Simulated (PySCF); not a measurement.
## Dipole moment and polarisability of (Cl)3Si-O-SiH3

Compound: (Cl)3Si-O-SiH3.
Structure used (PBE0-D3(BJ)/def2-SVP), in Å, numbered top down from 1:
```xyz
9
Cl3H3OSi2 angstrom
Si    -0.8845   -1.0445    0.6475
Cl    -0.6787   -0.6597    2.6412
Cl    -0.8107   -3.0537    0.3382
Cl    -2.6925   -0.3307    0.0224
O      0.3121   -0.3370   -0.1797
Si     1.0583    1.0466   -0.7505
H      2.4438    0.6756   -1.1422
H      0.3055    1.5577   -1.9297
H      1.0794    2.0762    0.3271
```

Level: CAM-B3LYP/def2-SVPD (PySCF), static field, nuclei fixed, core orbitals frozen in the response. The polarisability tensor in these axes (au):

```
x   89.91  1.81  0.23
y    1.81 93.33 -1.42
z    0.23 -1.42 90.35
```

Task: What are the eigenvalues, a third of the trace, and Δα (Δα² = ½Σ(αi − αj)² over the three pairs)?

Result: Principal values 88.69, 90.42 and 94.48 au; mean 91.20 au = 13.51 Å³ = 15.04 × 10⁻⁴⁰ C²·m²/J; Δα = 5.15 au (6 % of the mean).

Task: What is the dipole moment, and where does it point?

Result: (1.00, 1.19, -0.74) D, 1.72 D in size, pointing from the negative to the positive side. Measured along this direction, the outermost atoms are Cl3 at the negative end and H7 at the positive end.

Task: Traceless (Buckingham) quadrupole moment about the centre of nuclear charge: eigenvalues?

Result: -2.54, -2.23, 4.77 D·Å. The values depend on the origin, since the dipole doesn't vanish. The electronic extent ⟨r²⟩ about the same centre is 1611 bohr², a root-mean-square distance of 2.24 Å for the 90 electrons.

Task: In a dilute gas of rigid molecules at 273 K, how does the orientational term μ²/3kT compare with the electronic polarisability?

Result: In Gaussian units μ²/3kT = 26.23 Å³ against 13.51 Å³, a ratio of 1.94; the Debye molar polarisation (4π/3)N_A(α + μ²/3kT) is 100.3 cm³/mol, leaving out the vibrational part.

Task: Directions of the eigenvectors, and the extent of the frame along each?

Result: Largest value along (0.34, 0.89, -0.29), where the nuclei span 5.24 Å; middle along (0.56, 0.05, 0.82), 3.28 Å; least along (0.75, -0.44, -0.49), 3.99 Å. The strongest response lies along the longest span, while the other two are in reverse order.

Task: Find the Langevin capture rate constant for O2+ (31.990 u) meeting this molecule (179.879 u), k = 2.342 × 10⁻⁹ cm³/s × √(α in Å³ / reduced mass in u).

Result: The reduced mass is 27.16 u, so k = 1.65 × 10⁻⁹ cm³/s. The formula leaves out the permanent dipole, which adds to the capture rate.

Isolated species at its PBE0-D3(BJ)/def2-SVP geometry, gas phase.
